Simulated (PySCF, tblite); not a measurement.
C6H10O2S.
Cartesian coordinates in Å at the GFN2-xTB level; atoms count from 1:
```
atom  x, y, z in Å
C1     1.6669    0.7929    0.6019
C2     1.5455   -0.6078    0.0135
C3     0.1233   -0.9353   -0.4840
C4    -0.3266    0.1178   -1.4626
C5    -1.2967    0.9333   -1.1133
S6    -1.8857    0.5144    0.5265
O7    -1.4523    1.4929    1.4874
O8    -3.2873    0.1982    0.5039
C9    -0.8900   -1.0147    0.6498
H10    0.8880    0.9854    1.3347
H11    2.6346    0.9084    1.0842
H12    1.5829    1.5463   -0.1777
H13    1.8222   -1.3503    0.7648
H14    2.2419   -0.7096   -0.8221
H15    0.1718   -1.8967   -1.0083
H16    0.2032    0.1724   -2.4028
H17   -1.7237    1.7467   -1.6634
H18   -0.4366   -1.0515    1.6341
H19   -1.5915   -1.8334    0.5259
```

Jobs on this species (19 atoms, 78 electrons) with PySCF (density fitting) and tblite. Hardware of each: one thread, Arm Neoverse N1 (aarch64), shared host. Other jobs ran on the host; a repeat could differ by tens of per cent or more.

| level and settings | work | basis functions | SCF cycles | wall time |
| --- | --- | --- | --- | --- |
| PBE0/pcSseg-1 | shieldings, ring-centre shieldings, charges and field gradients | 210 | ? | ? |
| GFN2-xTB | Hessian by finite differences | – | – | 1.2 s |
| GFN2-xTB | L-BFGS relaxation | – | – | 1.0 s |

**Question.** Fill in the missing figures.

**Answer.** 
- PBE0/pcSseg-1; shieldings, ring-centre shieldings, charges and field gradients: 66 s, 15 SCF cycles

**Question.** What do all jobs in the table cost together?

**Answer.** About 68 s; the longest takes about 97 % of that, and about 66 times as long as the shortest.
